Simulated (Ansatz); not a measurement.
Mulliken charges of `[CH3][Ta](=[NH])([Cl])[Cl]` from PBE/def2-TZVPP in Ansatz (PBE0-D4/def2-TZVP geometry).

```json
{"atom": "C1", "x (Å)": "-1.303", "y (Å)": "0.049", "z (Å)": "-0.338", "charge (e)": "-0.427"}
{"atom": "Ta2", "x (Å)": "0.820", "y (Å)": "0.211", "z (Å)": "-0.156", "charge (e)": "0.730"}
{"atom": "N3", "x (Å)": "1.145", "y (Å)": "-0.736", "z (Å)": "1.281", "charge (e)": "-0.359"}
{"atom": "Cl4", "x (Å)": "1.758", "y (Å)": "-0.788", "z (Å)": "-2.006", "charge (e)": "-0.233"}
{"atom": "Cl5", "x (Å)": "1.324", "y (Å)": "2.427", "z (Å)": "0.212", "charge (e)": "-0.233"}
{"atom": "H6", "x (Å)": "-1.800", "y (Å)": "0.445", "z (Å)": "0.553", "charge (e)": "0.120"}
{"atom": "H7", "x (Å)": "-1.603", "y (Å)": "-0.997", "z (Å)": "-0.448", "charge (e)": "0.120"}
{"atom": "H8", "x (Å)": "-1.645", "y (Å)": "0.611", "z (Å)": "-1.215", "charge (e)": "0.114"}
{"atom": "H9", "x (Å)": "1.393", "y (Å)": "-1.267", "z (Å)": "2.099", "charge (e)": "0.169"}
```

Q: By hand: the dipole of these point charges (1 e Å = 4.8032 D).

A: Σ q r = (-0.335, -0.195, 0.217) e Å, of length 0.444 e Å = 2.13 D.

Q: How does the dipole of the full density compare? (Estimate.)

A: The calculation gave: (-0.210, -0.117, 0.128) e Å, 1.31 D; the point charges give 1.63 times that, at 2° from its direction.

Point charges leave out the atoms' own dipoles, such as those of lone pairs, and Mulliken's split depends on the basis, so the two needn't agree.
